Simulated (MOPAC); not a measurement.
MOPAC input (PM7):

```
PM7 FORCE THERMO(298,298) PRECISE LET UHF MS=0.5 GEO-OK AUX(PRECISION=9) THREADS=1
CaCl

Ca    0.00000000 1    0.00000000 1   -1.12991397 1
Cl    0.00000000 1    0.00000000 1    1.32810523 1
```

Task: Which zero-point energy does it print?

Result: 0.56 kcal/mol, from the harmonic wavenumbers of PM7.
